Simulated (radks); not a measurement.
Spin polarisation of the 3p3 shell in the chlorine ion Cl2+. Start: [Ne] 3s2 3p(up 1.5, down 1.5); electrons of 3p are moved from spin down to spin up, other shells keep equal spins. Method: scalar-relativistic Kohn-Sham, PBE, spin-polarised, spherical densities, finite nucleus; Fermi nuclear charge, rms radius of each element as measured or else 0.836 A^(1/3) + 0.57 fm; computed with a radial shooting solver on a logarithmic mesh with Libxc functionals.

moment (Bohr magnetons)	E - E(0) (eV)	e(3p up) (eV)	e(3p down) (eV)	3s down minus up (eV)	2p down minus up (eV)	2s down minus up (eV)
0	0.000	-31.685	-31.685	0.000	0.000	0.000
0.75	-0.175	-32.120	-31.185	0.983	0.196	0.139
1.5	-0.703	-32.497	-30.610	1.984	0.394	0.278
2.25	-1.595	-32.821	-29.944	3.020	0.592	0.420
3	-2.866	-33.089	-29.171	4.102	0.793	0.565

At moment 3 the spin-polarisation energy is -2.866 eV and the 3p exchange splitting 3.918 eV, that is 1.306 eV per Bohr magneton; E = -I m^2/4 would give I = 1.274 eV.
